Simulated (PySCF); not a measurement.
H2O2V, SMILES [OH][V][OH] (connectivity only; charge and spin as stated), neutral, multiplicity 4.

Coordinates come from a PBE0-D3(BJ)/def2-TZVP optimisation. The spin state was assumed, not searched. Other conformers were not sampled.

Calculation: PBE0-D3(BJ)/def2-TZVP (PySCF).

Frequencies are harmonic and unscaled.

Modes within 1.5 cm⁻¹ of each other (mostly degenerate sets) share a row, with their intensities summed.

```json
[
 {"mode": "1–2", "ν (cm⁻¹)": "60", "IR (km/mol)": "32.1", "moving atoms (share of kinetic energy)": "H 34 %, O 33 %, V 33 %"},
 {"mode": "3–4", "ν (cm⁻¹)": "390", "IR (km/mol)": "0.0", "moving atoms (share of kinetic energy)": "H 87 %, O 13 %"},
 {"mode": "5–6", "ν (cm⁻¹)": "421", "IR (km/mol)": "432.2", "moving atoms (share of kinetic energy)": "H 63 %, O 29 %"},
 {"mode": "7", "ν (cm⁻¹)": "677", "IR (km/mol)": "0.0", "moving atoms (share of kinetic energy)": "O 94 %"},
 {"mode": "8", "ν (cm⁻¹)": "807", "IR (km/mol)": "341.5", "moving atoms (share of kinetic energy)": "O 56 %, V 40 %"},
 {"mode": "9", "ν (cm⁻¹)": "4003", "IR (km/mol)": "386.5", "moving atoms (share of kinetic energy)": "H 94 %"},
 {"mode": "10", "ν (cm⁻¹)": "4005", "IR (km/mol)": "0.0", "moving atoms (share of kinetic energy)": "H 94 %"}
]
```
